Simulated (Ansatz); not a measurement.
Conformers of GeH₈N₂Si, SMILES `N[SiH2][GeH2][NH2]`, each relaxed with PBE0-D4/def2-TZVP in Ansatz. CBS adds the triple-zeta coupled-cluster correction to the MP2 limit.

Outer-core shells of Ge are correlated without core-valence functions. Scalar relativity is left out up to krypton. Spin–orbit coupling is left out.

Not all of them had a frequency check.

Conformer A:

Z-matrix (Å, degrees):
```
Si
Ge 1 2.391
N 1 1.729 2 107.0
H 1 1.489 2 110.2 3 115.6
H 1 1.498 2 110.6 3 -126.6
N 2 1.855 1 113.2 3 -60.6
H 2 1.544 1 110.1 3 57.9
H 2 1.541 1 112.1 3 179.2
H 3 1.008 1 119.2 2 162.9
H 3 1.008 1 119.0 2 -57.4
H 6 1.012 2 112.1 1 -70.2
H 6 1.013 2 112.1 1 50.4
```

Conformer B:

Cartesian coordinates in Å:
```
N 0.274 1.013 -1.909
Si -0.937 0.220 -0.967
Ge -0.099 -1.089 0.864
N 0.923 -0.111 2.069
H 0.700 1.855 -1.556
H 0.938 0.470 -2.438
H -1.744 -0.646 -1.872
H -1.807 1.293 -0.408
H -1.233 -1.726 1.695
H 0.834 -2.211 0.358
H 1.746 0.299 1.647
H 0.404 0.632 2.517
```

**Question.** Which is lowest in electronic energy at CCSD(T)/CBS (frozen core, def2 sets), and by how much? (An estimate is asked.)

**Answer.** The calculation gave: A; B lies 2.7 kJ/mol higher.

**Question.** Give the energies relative to A (kJ/mol) with PBE0-D4/def2-TZVPP, B2PLYP/def2-TZVPP, PBE/def2-TZVPP, r2SCAN/def2-TZVPP, PBE0/def2-TZVPP, B3LYP/def2-TZVPP, MP2/def2-TZVPP. (Best estimate.)

**Answer.** Ansatz gave: 
```csv
level,B
PBE0-D4/def2-TZVPP,3.0
B2PLYP/def2-TZVPP,2.8
PBE/def2-TZVPP,1.9
r2SCAN/def2-TZVPP,2.3
PBE0/def2-TZVPP,2.7
B3LYP/def2-TZVPP,2.0
MP2/def2-TZVPP,4.0
```

B3LYP here is the variant with VWN-RPA as its local correlation; programs differ in this.
